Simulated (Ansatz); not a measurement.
System: GeH3Se, charge 0, doublet. GeH3Se (SMILES [GeH2][SeH], doublet).
B3LYP-D3(BJ)/def2-TZVP minimum from Ansatz (a first-principles code):
```
Ge
H 1 1.5525
H 1 1.5555 2 109.53
Se 1 2.3786 2 103.96 3 115.94
H 4 1.4718 1 93.24 2 -162.80
```
Charge 0, spin multiplicity 2.

Wanted: atomisation energy (electronic, to ground-state atoms), in kcal/mol. Radicals and triplets start from unrestricted determinants; spin-orbit coupling is neglected. Cores are frozen in correlated methods (noble-gas shells, and filled d and f shells in the p block). No relativity. CBS(X,Y): correlation extrapolated as X^-3, Hartree-Fock from the larger set. A bracket is a step between two methods taken in the basis named. Double hybrids freeze cores in their MP2 part. For partners of very few electrons the exact lower level stands in for a higher one.

CCSD(T)/CBS(cc-pVTZ,cc-pVQZ) + [CCSDT(Q) - CCSD(T)]/cc-pVTZ + [CCSDTQ - CCSDT(Q)]/cc-pVDZ (Ansatz) gives 273.1 kcal/mol.

### Question
How far off this value is PBE/def2-TZVPD (Ansatz), in which direction, and how far these levels: r2SCAN/def2-TZVPD, B3LYP/def2-TZVPD, PBE0/def2-TZVPD, B2PLYP/def2-TZVPD, CCSD(T)/CBS(cc-pVTZ,cc-pVQZ)?

### Answer
PBE gives 273.5 kcal/mol, 0.4 kcal/mol above it. Differences of the others: r2SCAN/def2-TZVPD (Ansatz) 4.9; B3LYP/def2-TZVPD (Ansatz) -2.7; PBE0/def2-TZVPD (Ansatz) -3.0; B2PLYP/def2-TZVPD (Ansatz) -7.1; CCSD(T)/CBS(cc-pVTZ,cc-pVQZ) (Ansatz) -0.4 kcal/mol.
